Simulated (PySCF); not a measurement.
Gas-phase reaction: InH + OH + 3 Cl = InCl3 + H2O

Method: PySCF energies (xtb for GFN2) plus ideal-gas RRHO corrections (1 bar). † marks an energy on the PBE0/def2-TZVP geometry and frequencies; other levels use their own. MP2 and CCSD(T) freeze the core. Open shells (unrestricted): OH (multiplicity 2, electronic degeneracy 4), Cl (multiplicity 2, electronic degeneracy 6); the rest are closed-shell singlets. GFN2 has no spin-polarisation term. Spin-orbit splitting is ignored; it lowers the true energy and changes the entropy of OH, Cl. In: scalar-relativistic def2 core potential, no spin-orbit coupling. InH: computed as isolated molecules; such fragments, hydroxides, amides, oligomers or adducts are transient or little studied in the gas. MP2 isn't extrapolated to the basis-set limit; its ΔH°(298 K) is -1194.8 kJ in def2-SVP and -1264.0 kJ in def2-TZVPP. CCSD(T) isn't extrapolated to the basis-set limit; its ΔH°(298 K) is -1115.5 kJ in def2-SVP and -1181.7 kJ in def2-TZVPP. The harmonic model lacks anharmonicity and excited electronic states, which grow with temperature; levels with a mode under 35 cm⁻¹ are left out. Soft modes under 120 cm⁻¹ make the harmonic entropy rough for InCl3.

```json
[
 {"level": "BLYP/def2-TZVP†", "ΔE electronic, kJ": "-1153", "ΔH°(298 K), kJ": "-1127", "ΔS°(298 K), J/K": "-367", "ΔG°(2500 K), kJ": "-191"},
 {"level": "CCSD(T)/def2-SVP†", "ΔE electronic, kJ": "-1142", "ΔH°(298 K), kJ": "-1116", "ΔS°(298 K), J/K": "-367", "ΔG°(2500 K), kJ": "-180"},
 {"level": "CCSD(T)/def2-TZVPP†", "ΔE electronic, kJ": "-1208", "ΔH°(298 K), kJ": "-1182", "ΔS°(298 K), J/K": "-367", "ΔG°(2500 K), kJ": "-246"},
 {"level": "GFN2-xTB", "ΔE electronic, kJ": "-1290", "ΔH°(298 K), kJ": "-1265", "ΔS°(298 K), J/K": "-359", "ΔG°(2500 K), kJ": "-349"},
 {"level": "MP2/def2-TZVPP†", "ΔE electronic, kJ": "-1290", "ΔH°(298 K), kJ": "-1264", "ΔS°(298 K), J/K": "-367", "ΔG°(2500 K), kJ": "-328"},
 {"level": "PBE/def2-TZVP†", "ΔE electronic, kJ": "-1247", "ΔH°(298 K), kJ": "-1221", "ΔS°(298 K), J/K": "-367", "ΔG°(2500 K), kJ": "-285"},
 {"level": "PBE0/def2-SVP†", "ΔE electronic, kJ": "-1211", "ΔH°(298 K), kJ": "-1185", "ΔS°(298 K), J/K": "-367", "ΔG°(2500 K), kJ": "-250"},
 {"level": "r2SCAN/def2-TZVP†", "ΔE electronic, kJ": "-1248", "ΔH°(298 K), kJ": "-1222", "ΔS°(298 K), J/K": "-367", "ΔG°(2500 K), kJ": "-286"},
 {"level": "LDA/def2-TZVP†", "ΔE electronic, kJ": "-1440", "ΔH°(298 K), kJ": "-1414", "ΔS°(298 K), J/K": "-367", "ΔG°(2500 K), kJ": "-478"},
 {"level": "ωB97M-V/def2-TZVP†", "ΔE electronic, kJ": "-1250", "ΔH°(298 K), kJ": "-1224", "ΔS°(298 K), J/K": "-367", "ΔG°(2500 K), kJ": "-288"}
]
```
ΔH° is lowest at LDA/def2-TZVP† and highest at CCSD(T)/def2-SVP†. No reference value is set beside these.
